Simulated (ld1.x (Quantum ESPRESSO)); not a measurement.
## Pseudopotential generation for Cl (Z = 17): RRKJ, PBE, scalar-relativistic.

```
Element                 : Cl (Z = 17)
Generator               : ld1.x (Quantum ESPRESSO) 7.5
Type                    : norm-conserving RRKJ (Kleinman–Bylander form)
Functional              : PBE
Relativity              : scalar-relativistic
Frozen core             : [Ne]
Valence charge          : 7
Reference configuration : 3s2 3p4.5 (charge +0.5)
Partial waves           : 3p (bound): rc 1.55 bohr; 3d channel at -0.05 Ry: rc 1.25 bohr; 3s (bound): rc 0.90 bohr
Local potential         : the s channel
Core correction         : Bessel-smoothed model core inside 0.45 bohr
```

All-electron outer shells of the reference configuration (PBE, scalar-relativistic, ld1.x):

| shell | level (eV) | outermost node (bohr) | outermost maximum (bohr) |
| --- | --- | --- | --- |
| 3s | -26.19 | 0.55 | 1.27 |
| 3p | -13.81 | 0.53 | 1.41 |

(1) Estimate the cutoffs (Ry, on a coarse ladder) from which the occupation-weighted sum of valence levels, in a spherical-Bessel basis at the reference potential, stays within 10 and 1 mRy of its value at 400 Ry.

(2) What does a ghost test show?

(3) Which valence shell sets the plane-wave cutoff?

(4) Tests: 3s2 3p5; 3s2 3p4; 3s2 3p3; 3s1 3p6; 3s2 3p1; 3s2 3p2; 3s1 3p5. Which has the largest error in its energy relative to the reference configuration, and how large is it?

Answers

(1) 110 Ry and 300 Ry.

(2) No extra level below or beside the all-electron valence levels (p, d, s, f tested).

(3) 3s: its level needs 260 Ry to come within 1 mRy, against 50 Ry for 3p.

(4) 3s2 3p1, with +311 meV (all-electron minus pseudo) on +124.29 eV.
